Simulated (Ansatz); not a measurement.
Species: C$_{3}$H$_{4}$NSSi, net charge -1, singlet state. It need not be the lowest isomer of its formula. Whether it binds its extra electron was not tested at this geometry. 
Geometry from a B3LYP-D3(BJ)/def2-TZVP (Ansatz, an electronic-structure program) optimisation:
```
C
N 1 1.3155
C 2 1.4033 1 115.51
C 3 1.3738 2 109.31 1 0.00
H 4 1.0812 3 128.64 2 180.00
S 1 1.7440 2 113.85 3 0.00
Si 1 1.8442 2 122.34 3 180.00
H 7 1.4900 1 111.88 2 180.00
H 7 1.4904 8 106.56 1 -123.65
H 7 1.4904 8 106.56 9 -112.70
```
Charge -1, spin multiplicity 1.

Parts of the frozen-core correlation energy in aug-cc-pV(Q+d)Z (Ansatz, hartree). Frozen orbitals: 14; correlated occupied orbitals by spin: 16 and 16; virtual: 652 and 652. No spin-orbit coupling. No relativistic terms. The restricted reference is unstable.

```
term                            value
-------------------------  ----------
reference (HF)             -856.87258
MP2 opposite-spin            -0.81084
MP2 same-spin                -0.26143
CCSD correlation             -1.08127
(T)                          -0.06788
T1 diagnostic                   0.022
largest doubles amplitude       0.029
```
